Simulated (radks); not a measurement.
Isoelectronic series with 12 electrons, all held in the configuration [Ne] 3s2, which need not be the ground one along the series. All-electron calculation, scalar-relativistic Kohn-Sham, r2SCAN, spin-polarised, spherical densities, finite nucleus; meta-GGA in the generalised Kohn-Sham scheme; Fermi nuclear charge, rms radius of each element as measured or else 0.836 A^(1/3) + 0.57 fm. Program: a radial shooting solver on a logarithmic mesh with Libxc functionals. Total energies (hartree) and mean radii <r> (bohr):

[
 {"ion": "Mg", "E (hartree)": "-200.37071", "3s": "3.177", "2p": "0.6872"},
 {"ion": "Al+", "E (hartree)": "-242.57458", "3s": "2.394", "2p": "0.6015"},
 {"ion": "Si2+", "E (hartree)": "-289.07667", "3s": "1.964", "2p": "0.5351"},
 {"ion": "P3+", "E (hartree)": "-339.87020", "3s": "1.680", "2p": "0.4822"},
 {"ion": "S4+", "E (hartree)": "-394.95583", "3s": "1.474", "2p": "0.4389"},
 {"ion": "Cl5+", "E (hartree)": "-454.33777", "3s": "1.317", "2p": "0.4028"},
 {"ion": "Ar6+", "E (hartree)": "-518.02240", "3s": "1.191", "2p": "0.3722"},
 {"ion": "K7+", "E (hartree)": "-586.01762", "3s": "1.089", "2p": "0.3460"},
 {"ion": "Ca8+", "E (hartree)": "-658.33245", "3s": "1.003", "2p": "0.3232"},
 {"ion": "Sc9+", "E (hartree)": "-734.97696", "3s": "0.9303", "2p": "0.3033"},
 {"ion": "Ti10+", "E (hartree)": "-815.96217", "3s": "0.8676", "2p": "0.2856"},
 {"ion": "V11+", "E (hartree)": "-901.29993", "3s": "0.8129", "2p": "0.2699"},
 {"ion": "Cr12+", "E (hartree)": "-991.00279", "3s": "0.7648", "2p": "0.2559"},
 {"ion": "Mn13+", "E (hartree)": "-1085.08416", "3s": "0.7222", "2p": "0.2432"},
 {"ion": "Fe14+", "E (hartree)": "-1183.55831", "3s": "0.6840", "2p": "0.2317"},
 {"ion": "Co15+", "E (hartree)": "-1286.44010", "3s": "0.6497", "2p": "0.2212"},
 {"ion": "Ni16+", "E (hartree)": "-1393.74547", "3s": "0.6187", "2p": "0.2116"},
 {"ion": "Cu17+", "E (hartree)": "-1505.49035", "3s": "0.5905", "2p": "0.2029"},
 {"ion": "Zn18+", "E (hartree)": "-1621.69255", "3s": "0.5647", "2p": "0.1948"},
 {"ion": "Ga19+", "E (hartree)": "-1742.36980", "3s": "0.5411", "2p": "0.1873"}
]
